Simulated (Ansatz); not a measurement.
`[F][GeH]([Cl])[I]` + CH₃NH₂ → `C[NH][GeH]([F])[Cl]` + HI at 700 K and 1 bar (ligand exchange at a Ge–I bond).

Calculated with Ansatz (gas phase, PBE0-D4/def2-TZVP geometries, no zero-point term in ΔE). CBS: MP2 limit from def2 TZ/QZ plus the TZ coupled-cluster correction, frozen cores. Elements past krypton have def2 core potentials. For Ge, I outer-core shells are correlated without core-valence functions, which leaves a few kJ/mol of doubt a bond. Scalar relativity is left out up to krypton. One conformer a species, not always the lowest.

```
              species  CCSD(T)/CBS energy (Eh)  H − E (kJ/mol)  S (J/(mol·K))
  `[F][GeH]([Cl])[I]`              -2933.83800            87.0          423.8
               CH₃NH₂                -95.75281           207.6          296.6
`C[NH][GeH]([F])[Cl]`              -2731.53480           252.2          483.6
                   HI               -298.03592            34.6          231.7
```

H − E and S are ideal-gas, rigid-rotor, harmonic terms from PBE0-D4/def2-TZVP, for one conformer and one mirror image of each species. 1 Eh = 2625.50 kJ/mol, R = 8.31446 J/(mol·K).

By hand: ΔE, ΔH, ΔS and ΔG.

ΔE = (-2731.53480) + (-298.03592) − (-2933.83800) − (-95.75281) = 0.02009 Eh = 52.7 kJ/mol. Δ(H − E) = 252.2 + 34.6 − 87.0 − 207.6 = -7.8, so ΔH = 44.9 kJ/mol. ΔS = 483.6 + 231.7 − 423.8 − 296.6 = -5.1 J/(mol·K). ΔG = 44.9 − 700 × (-5.1)/1000 = 48.5 kJ/mol.

By hand: the equilibrium constant, and the temperature at which ΔG would vanish if ΔH and ΔS stayed fixed.

log₁₀ K = −ΔG/(RT ln 10) = -3.6. ΔH and −TΔS have one sign here, so there is no such temperature.

The number of gas molecules stays the same, so ΔS is small and ΔH decides. A doubt of 5 kJ/mol in ΔE shifts log₁₀ K by 0.4 here. Other conformers and mirror images would add mixing entropy, several J/(mol·K) or more a flexible species. Modes under 60 cm⁻¹, often nearly free rotors, make the harmonic entropy too high. These are equilibria of isolated gas molecules and say nothing of rates. Largest T1 diagnostic: 0.011 (customary marks: 0.02 for closed shells, 0.045 for open ones).

ΔS is within the doubt of such terms, so its sign, and with it that verdict, could turn.
